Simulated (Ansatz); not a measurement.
`[OH][Hf]([OH])([OH])[Cl]` and `[OH][Hf]([OH])([OH])[F]` differ in one atom or group.

Ansatz, PBE0-D4/def2-TZVP geometries, multiplicity 1. Each molecule was computed in one conformer, which needn't be the lowest.

Elements past krypton have def2 core potentials.

| property | `[OH][Hf]([OH])([OH])[Cl]` |
| --- | --- |
| zero-point energy (PBE0-D4/def2-TZVP) / kJ/mol | 99.5 |
| HOMO–LUMO gap (ωB97M-V/def2-TZVPP) / eV | 11.92 |
| HOMO energy (PBE0/def2-TZVPP) / eV | -8.62 |
| HOMO energy (PBE/def2-TZVPP) / eV | -7.15 |
| HOMO energy (ωB97M-V/def2-TZVPP) / eV | -10.91 |
| size of the dipole moment (PBE/def2-TZVPP) / D | 3.59 |

Give the same properties after the change, and the shifts. (Estimate.)

The calculation gave: 
| property | `[OH][Hf]([OH])([OH])[F]` | shift |
| --- | --- | --- |
| zero-point energy (PBE0-D4/def2-TZVP) / kJ/mol | 100.9 | 1.4 |
| HOMO–LUMO gap (ωB97M-V/def2-TZVPP) / eV | 12.41 | 0.49 |
| HOMO energy (PBE0/def2-TZVPP) / eV | -8.99 | -0.37 |
| HOMO energy (PBE/def2-TZVPP) / eV | -7.28 | -0.13 |
| HOMO energy (ωB97M-V/def2-TZVPP) / eV | -11.44 | -0.53 |
| size of the dipole moment (PBE/def2-TZVPP) / D | 2.97 | -0.62 |

Dipoles are sizes alone; their direction can turn.
